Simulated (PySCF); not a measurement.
**Name the molecule from its bond curve**

A diatomic of charge 0 contains Sn. Its quartet curve at PBE0 in a double-zeta basis (scalar-relativistic core potentials, PySCF), in eV from the separated fragments:

| R (Å) | E (eV) |
| --- | --- |
| 2.236 | -1.188 |
| 2.340 | -1.355 |
| 2.444 | -1.448 |
| 2.522 | -1.482 |
| 2.600 | -1.491 |
| 2.678 | -1.481 |
| 2.782 | -1.445 |
| 2.912 | -1.373 |
| 3.068 | -1.264 |
| 3.276 | -1.099 |

The fit gives ωe = 362 cm⁻¹ and the rotational constant Bₑ = 0.3776 cm⁻¹.

Task: Which atom is the partner?

Result: The minimum lies at 2.595 Å, so the reduced mass is 16.8576 u Å² cm⁻¹/(Bₑ·Re²) = 6.630 u. With Sn at 119.90 u the partner weighs about 7.0 u: Li. The molecule is LiSn.

Spin–orbit coupling is left out. The state was picked by a PBE0 search and need not be the measured ground state.
